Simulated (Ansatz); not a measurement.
Consider the ligand exchange at the Si–C bond: `[SiH3]C(Br)Br` + `C=C[SiH](C)O` → `C=C[SiH](C)O[SiH3]` + `BrCBr`.

Gas-phase electronic energies from Ansatz, PBE0-D4/def2-TZVP geometries. CBS: MP2 limit from def2 TZ/QZ plus the TZ coupled-cluster correction, frozen cores. Functionals use def2-TZVPP. B3LYP here is the variant with VWN-RPA as its local correlation; programs differ in this. For Br outer-core shells are correlated without core-valence functions, which leaves a few kJ/mol of doubt a bond. Scalar relativity is left out up to krypton. One conformer a species, not always the lowest.

`[SiH3]C(Br)Br`:

Cartesian coordinates in Å:
```
Si 0.081 -0.947 -0.282
C 0.055 0.895 0.141
Br 0.506 1.130 2.011
Br -1.686 1.627 -0.290
H -0.219 -1.099 -1.728
H 1.435 -1.477 0.018
H -0.945 -1.619 0.545
H 0.774 1.490 -0.415
```

`C=C[SiH](C)O`:

```xyz
13

C     2.013    0.235    0.998
C     1.264   -0.348    0.065
Si   -0.299    0.409   -0.607
C    -1.664   -0.863   -0.592
O    -0.697    1.761    0.256
H     2.918   -0.220    1.389
H     1.752    1.208    1.406
H     1.585   -1.319   -0.313
H    -0.082    0.898   -1.993
H    -1.390   -1.724   -1.208
H    -2.591   -0.445   -0.992
H    -1.858   -1.228    0.420
H    -0.951    1.636    1.171
```

`C=C[SiH](C)O[SiH3]`:

Z-matrix (Å, degrees):
```
Si
C 1 1.857
O 1 1.642 2 108.9
C 1 1.858 2 111.5 3 120.2
H 1 1.492 2 109.0 3 -118.6
C 2 1.330 1 123.5 3 -3.1
H 2 1.090 1 118.6 3 177.0
Si 3 1.631 1 144.5 2 -86.8
H 4 1.093 1 110.6 2 58.7
H 4 1.092 1 110.9 2 178.6
H 4 1.093 1 110.6 2 -61.0
H 6 1.087 2 122.4 1 -179.8
H 6 1.087 2 121.6 1 0.1
H 8 1.488 3 110.7 1 -17.6
H 8 1.484 3 109.0 1 -138.0
H 8 1.487 3 109.8 1 102.6
```

`BrCBr`:

Z-matrix (Å, degrees):
```
C
Br 1 1.922
Br 1 1.922 2 113.8
H 1 1.084 2 107.8 3 -119.5
H 1 1.084 2 107.8 3 119.5
```

CCSD(T)/CBS gives -1.13 eV.

Q: Another level gave -1.10 eV. Which?
A. B3LYP-D4/def2-TZVPP
B. HF/def2-TZVPP
C. PBE/def2-TZVPP
D. PBE0/def2-TZVPP

A: D. PBE0 -1.10, B3LYP-D4 -1.21, PBE -1.02, HF/def2-TZVPP -1.45 eV.

Largest T1 diagnostic among the species: 0.011.

In def2-TZVPP, CCSD(T) changes the Hartree–Fock value by +0.30 eV (the triples alone add +0.05 eV) and MP2 by +0.31 eV. From PBE to PBE0 (25 % exact exchange), in def2-TZVPP and without D4, ΔE moves by −0.07 eV.
